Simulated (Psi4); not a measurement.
Computed with SAPT0/jun-cc-pVDZ, frozen core in Psi4.

Psi4 input:

```
molecule {
0 1
H 0.37192002 -0.00000000 0.00000000
H -0.37192002 0.00000000 -0.00000000
--
0 1
C 2.00865341 2.41898359 2.04063915
Cl 3.02779139 1.32110719 1.05275339
H 2.11828900 3.42751696 1.65373053
H 2.34853964 2.36639843 3.07047632
H 0.97681080 2.09034666 1.96218386
units angstrom
symmetry c1
no_reorient
no_com
}
set basis jun-cc-pvdz
set scf_type df
set freeze_core true
energy('sapt0')
```

Part of the output:

```
    SAPT Results
  --------------------------------------------------------------------------------------------------------
    Electrostatics                 -0.80757503 [mEh]      -0.50676098 [kcal/mol]      -2.12028794 [kJ/mol]
      Elst10,r                     -0.80757503 [mEh]      -0.50676098 [kcal/mol]      -2.12028794 [kJ/mol]

    Exchange                        1.10070417 [mEh]       0.69070230 [kcal/mol]       2.88989841 [kJ/mol]
      Exch10                        1.10070417 [mEh]       0.69070230 [kcal/mol]       2.88989841 [kJ/mol]
      Exch10(S^2)                   1.09922788 [mEh]       0.68977591 [kcal/mol]       2.88602239 [kJ/mol]

    Induction                      -0.18432090 [mEh]      -0.11566311 [kcal/mol]      -0.48393445 [kJ/mol]
      Ind20,r                      -0.24494177 [mEh]      -0.15370328 [kcal/mol]      -0.64309452 [kJ/mol]
      Exch-Ind20,r                  0.16330675 [mEh]       0.10247653 [kcal/mol]       0.42876181 [kJ/mol]
      delta HF,r (2)               -0.10268588 [mEh]      -0.06443636 [kcal/mol]      -0.26960174 [kJ/mol]

    Dispersion                     -0.54826992 [mEh]      -0.34404457 [kcal/mol]      -1.43948248 [kJ/mol]
      Disp20                       -0.59525151 [mEh]      -0.37352596 [kcal/mol]      -1.56283261 [kJ/mol]
      Exch-Disp20                   0.04698159 [mEh]       0.02948139 [kcal/mol]       0.12335014 [kJ/mol]
      Disp20 (SS)                  -0.29762575 [mEh]      -0.18676298 [kcal/mol]      -0.78141631 [kJ/mol]
      Disp20 (OS)                  -0.29762575 [mEh]      -0.18676298 [kcal/mol]      -0.78141631 [kJ/mol]
      Exch-Disp20 (SS)              0.02105970 [mEh]       0.01321516 [kcal/mol]       0.05529223 [kJ/mol]
      Exch-Disp20 (OS)              0.02592189 [mEh]       0.01626623 [kcal/mol]       0.06805791 [kJ/mol]

  Total HF                          0.10880825 [mEh]       0.06827821 [kcal/mol]       0.28567601 [kJ/mol]
  Total SAPT0                      -0.43946167 [mEh]      -0.27576636 [kcal/mol]      -1.15380647 [kJ/mol]
```
